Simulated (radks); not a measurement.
Values are calculated unless marked as measured or tabulated.
Fractional charge and spin in the 6s shell of hafnium: the spin-up occupation runs from 0 to 1 and the spin-down occupation from 0 to 1; the fullest corner is Hf, [Xe] 4f14 5d(up 1, down 1) 6s(up 1, down 1). Level of theory: scalar-relativistic Kohn-Sham, LDA (Slater exchange, Perdew-Wang correlation), spin-polarised, spherical densities, point nucleus (a radial shooting solver on a logarithmic mesh with Libxc functionals). Energy (eV) minus the two flat planes that join the four corners (they meet along the diagonal where the two added fractions sum to one electron); zero is where a piecewise linear energy would lie.

down \ up,0,0.5,1
0,0.000,-0.784,0.000
0.5,-0.784,0.173,-0.701
1,0.000,-0.701,0.000

Corners above the fullest one (they belong to Hf+ and the next ion): (up 1, down 0) 8.018 eV, (up 0, down 1) 8.018 eV, (up 0, down 0) 22.686 eV. With half an added electron in each spin the energy lies 0.173 eV from the planes, and with half an added electron in spin up alone -0.784 eV. The planes are only a guide here: the flat-plane condition holds for ground states with one frontier orbital, while this shell lies below other occupied shells, so the corners above the fullest one are inner-hole states and not the ground states of those ions.
